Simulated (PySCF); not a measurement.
C²⁺ (carbon, charge +2): UHF calculation

Configuration: [He] 2p2, high-spin 3P determinant (an excited configuration). Calculation: PySCF 2.14, in def2-QZVPPD; the non-relativistic Hamiltonian (point nucleus).

- Total energy: -35.843430 hartree
- One-electron energy: -43.7237 hartree
- Hartree (Coulomb) energy: 12.2407 hartree
- Exchange energy: -4.3604 hartree
- Kinetic energy: 35.84678 hartree
- ⟨S²⟩: 2.0001
- ⟨L²⟩: 2.000
- Sum of ⟨r⟩: 3.183 bohr
- Sum of ⟨r²⟩: 4.469 bohr²
- Traceless quadrupole moment −½Σ⟨3z² − r²⟩ along its main axis: 0.855 e·bohr²
- Density at the nucleus (Gaussians lack the cusp): 120 bohr⁻³
- Spin density at the nucleus: -0.612 bohr⁻³
- Langevin diamagnetic susceptibility: -3.54 ×10⁻⁶ cm³/mol

```
shell  electrons  mean orbital energy (eV)  rms radius, mean of both spins (bohr)
 1s α          1                   -342.37                                  0.312
 1s β          1                   -340.72                                  0.312
 2p α          2                   -38.911                                   1.46
```

Spin-orbit constants ζ (cm⁻¹) from the X2C one-electron operator on these orbitals (non-relativistic here): bare nucleus, nucleus screened by l(l+1)(2l+1)/3 electrons, and screened by the Breit-Pauli mean field of the electrons.

| shell | bare | screened nucleus | mean field |
| --- | --- | --- | --- |
| 2p | 97.18 | 64.79 | 53.96 |

To first order the Landé constant is A = 26.98 cm⁻¹, so the lowest level has J = 0 and lies 0.00669 eV below the centre of the term. This holds in LS coupling only.
